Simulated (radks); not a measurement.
Q: These are the eigenvalues of the occupied orbitals of an atom or ion with whole-number occupations (eV). All-electron calculation, scalar-relativistic Kohn-Sham, PBEsol, spin-polarised, spherical densities, point nucleus. Program: a radial shooting solver on a logarithmic mesh with Libxc functionals.

| orbital | eigenvalue |
|---|---|
| 1s down | -69488.52 |
| 1s up | -69488.51 |
| 2s up | -12006.96 |
| 2s down | -12006.79 |
| 2p up | -10503.04 |
| 2p down | -10502.90 |
| 3s up | -2777.236 |
| 3s down | -2777.184 |
| 3p up | -2331.974 |
| 3p down | -2331.915 |
| 3d up | -1819.877 |
| 3d down | -1819.762 |
| 4s up | -585.2464 |
| 4s down | -585.0961 |
| 4p up | -439.1895 |
| 4p down | -439.0474 |
| 4d up | -254.1767 |
| 4d down | -254.0039 |
| 5s up | -95.7265 |
| 5s down | -94.0683 |
| 5p up | -60.1203 |
| 5p down | -57.8694 |
| 4f up | -49.2479 |
| 4f down | -48.8585 |
| 5d up | -20.9844 |

Which element is it, and in what charge state? The configuration may be excited. Open shells, if any, are filled with parallel spins first.

A: Z = 74, tungsten, charge +2: W2+ in [Xe] 4f14 5d4. The list shows which subshells hold electrons but not how many an open one holds; the 1s level, -2553.7 hartree, gives Z - s = 71.5 by -(Z - s)^2/2, which with screening and relativity narrows Z to a few neighbours, and the depths of the outer levels then fix element, charge and occupations together.
